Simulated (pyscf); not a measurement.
Single points on ωB97X-D3(BJ)/def2-SVP structures (PySCF, gas phase). Correlated levels are frozen-core, on RHF or UHF. ΔMP2 is the change of the MP2 total energy from the triple- to the quadruple-zeta basis.

For `[NH][SiH3]` [doublet] → `[NH2][SiH2]` [doublet], a hydrogen shift (doublet surface; H–Si broken, H–N formed), PBE/def2-TZVP gives ΔE‡ = 0.99 eV and ΔE = -1.06 eV (zero: the reactant's lowest minimum found). In which direction and how far do B3LYP-D3(BJ)/def2-TZVP, PBE0-D3(BJ)/def2-TZVP, CCSD(T)/def2-TZVPP + ΔMP2(QZVPP) move these?

B3LYP-D3(BJ): ΔE‡ = 1.31 eV, ΔE = -0.91 eV; PBE0-D3(BJ): ΔE‡ = 1.22 eV, ΔE = -1.00 eV; CCSD(T): ΔE‡ = 1.32 eV, ΔE = -0.96 eV. PBE's barrier lies under all of them, by 0.23 to 0.33 eV. Its reaction energy lies under all of them, by 0.06 to 0.15 eV. Low barriers are usual for a GGA, whose delocalisation error favours stretched bonds. One saddle was located; it need not be the lowest between these sides. The CCSD(T) − MP2 part came from Ansatz, without density fitting, on the same reference.
